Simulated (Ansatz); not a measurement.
Calculated with Ansatz (gas phase, PBE0-D4/def2-TZVP geometries, no zero-point term in ΔE). CBS: MP2 limit from def2 TZ/QZ plus the TZ coupled-cluster correction, frozen cores. DFT in def2-TZVPP. B3LYP here is the variant with VWN-RPA as its local correlation; programs differ in this. One conformer a species, not always the lowest.

`C[Si]1(O)C=C1` → `[SiH3]C1=CCO1`  (isomerisation)

`C[Si]1(O)C=C1`:

Z-matrix (Å, degrees):
```
C
Si 1 1.850
H 1 1.090 2 110.5
H 1 1.092 2 110.5 3 -120.5
H 1 1.092 2 110.5 3 120.5
O 2 1.645 1 105.2 3 -180.0
C 2 1.793 1 125.4 3 27.5
C 2 1.793 1 125.4 3 -27.5
H 6 0.959 2 116.2 1 -180.0
H 7 1.085 2 159.4 1 75.4
H 8 1.085 2 159.4 1 -75.5
```

`[SiH3]C1=CCO1`:

Z-matrix (Å, degrees):
```
C
O 1 1.456
C 1 1.964 2 45.1
C 1 1.497 2 88.2 3 0.0
H 1 1.093 2 110.6 3 118.6
H 1 1.093 2 110.6 3 -118.5
Si 3 1.864 1 171.9 2 0.0
H 4 1.077 1 136.3 2 -180.0
H 7 1.484 3 106.9 1 180.0
H 7 1.485 3 110.3 1 -60.3
H 7 1.485 3 110.3 1 60.2
```

| level | ΔE (kJ/mol) |
| --- | --- |
| PBE-D4 | 205.6 |
| B2PLYP | 224.4 |
| PBE | 205.0 |
| B3LYP | 216.6 |
| HF/def2-TZVPP | 229.3 |
| MP2/def2-TZVPP | 237.1 |
| CCSD(T)/def2-TZVPP | 223.3 |
| MP2/CBS(def2) | 244.5 |

Question: What does CCSD(T)/CBS give? (Best estimate.)

Answer: Computed: +230.7 kJ/mol. The listed levels differ from it by -25.1, -6.3, -25.7, -14.1, -1.4, 6.4, -7.4, 13.8 kJ/mol.

Largest T1 diagnostic among the species: 0.014.

From PBE to PBE0 (25 % exact exchange), in def2-TZVPP and without D4, ΔE moves by +13.2 kJ/mol.

CCSD(T)/CBS has its own doubt, a few kJ/mol and more with outer-core shells, so smaller differences from it don't rank the levels.
